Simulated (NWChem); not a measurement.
System: C$_{2}$H$_{4}$FNOSi; SMILES O=C/C=N/[SiH2]F

```xyz
10

O     -0.5128    -3.2472     0.0000
C      0.2762    -2.3274     0.0000
C     -0.1619    -0.8893     0.0000
N      0.7134     0.0326     0.0000
Si     0.4481     1.7529     0.0000
F     -1.1241     2.1265     0.0000
H      1.3764    -2.4689     0.0000
H     -1.2518    -0.7363     0.0000
H      1.0708     2.2881    -1.2304
H      1.0708     2.2881     1.2304
```
Atoms are numbered in this order, from 1.

Program: NWChem. All runs use the structure optimised with B3LYP/6-31G* (spherical d). Total energies compare along this basis series because the functional is fixed.

```
level           basis functions  energy (Ha)  highest occupied level (eV)  orbital gap (eV)  dipole (D)  relative time
--------------  ---------------  -----------  ---------------------------  ----------------  ----------  -------------
PBE/def2-SVP                108    -597.1531                        -5.95              2.21        1.77              1
PBE/def2-SVPD               162    -597.1831                        -6.28              2.25        2.10              3
PBE/def2-TZVP               216    -597.6282                        -6.20              2.25        1.92              4
PBE/def2-TZVPP              253    -597.6293                        -6.20              2.25        1.92              6
```

Times are rough ratios from one shared machine.
